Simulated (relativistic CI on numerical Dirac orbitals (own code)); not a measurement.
**Ligand-field terms of d7**

Computed with a parametric ligand-field model of a d^n configuration (Racah B and C, spin-orbit zeta, crystal field), exact diagonalisation.

Field parameters in Wybourne normalisation: Oh B⁴₀ = 21Dq, B⁴₄ = √(5/14) B⁴₀; Td as Oh with Dq negative (B⁴₀ = 21Dq, B⁴₄ = √(5/14) B⁴₀). The field is a parameter set, without covalency.

(1) Lowest levels for B = 470, C = 1750, ζ = 480 cm⁻¹, Oh, 10Dq = 7000 cm⁻¹?

(2) Lowest levels for B = 860, C = 3660, ζ = 250 cm⁻¹, Td, 10Dq = -10200 cm⁻¹?

(3) Lowest levels for B = 1010, C = 3570, ζ = 650 cm⁻¹, Oh, 10Dq = 26950 cm⁻¹?

(4) Lowest levels for B = 720, C = 3220, ζ = 260 cm⁻¹, Td, 10Dq = -3750 cm⁻¹?

(5) Lowest levels for B = 820, C = 2950, ζ = 170 cm⁻¹, Td, 10Dq = -11750 cm⁻¹?

Results:

(1) Γ6 0 (S 1.50), Γ8 273 (S 1.48), Γ8 638 (S 1.42), Γ7 900 (S 1.50), Γ8 2415 (S 0.68), Γ8 6604 (S 1.38), Γ6 6679 (S 1.48), Γ8 6739 (S 1.48), Γ7 6949 (S 1.45) cm⁻¹, with S from ⟨S²⟩ = S(S + 1). The ground level has 2.06 electrons in the cubic e pair.

(2) Γ8 0 (S 1.50), Γ8 10120 (S 1.50), Γ6 10144 (S 1.50), Γ8 10250 (S 1.50), Γ7 10314 (S 1.50), Γ6 16211 (S 1.49), Γ8 16332 (S 1.47), Γ7 16578 (S 1.50), Γ8 16591 (S 1.49) cm⁻¹, with S from ⟨S²⟩ = S(S + 1). The ground level has 4.00 electrons in the cubic e pair.

(3) Γ8 0 (S 0.51), Γ6 8326 (S 1.50), Γ8 8741 (S 1.50), Γ7 9454 (S 1.50), Γ8 9499 (S 1.49), Γ8 24351 (S 0.51), Γ6 24868 (S 0.50), Γ8 25195 (S 0.51), Γ7 25428 (S 0.51) cm⁻¹, with S from ⟨S²⟩ = S(S + 1). The ground level has 1.04 electrons in the cubic e pair.

(4) Γ8 0 (S 1.50), Γ8 3667 (S 1.50), Γ6 3708 (S 1.50), Γ8 3827 (S 1.50), Γ7 3884 (S 1.50), Γ6 6216 (S 1.50), Γ8 6422 (S 1.50), Γ7 6715 (S 1.50), Γ8 6746 (S 1.50) cm⁻¹, with S from ⟨S²⟩ = S(S + 1). The ground level has 3.99 electrons in the cubic e pair.

(5) Γ8 0 (S 1.50), Γ8 11690 (S 1.50), Γ6 11708 (S 1.50), Γ8 11780 (S 1.50), Γ7 11825 (S 1.50), Γ8 14523 (S 0.51), Γ6 15277 (S 0.50), Γ8 15342 (S 0.51), Γ6 18273 (S 1.50) cm⁻¹, with S from ⟨S²⟩ = S(S + 1). The ground level has 4.00 electrons in the cubic e pair.
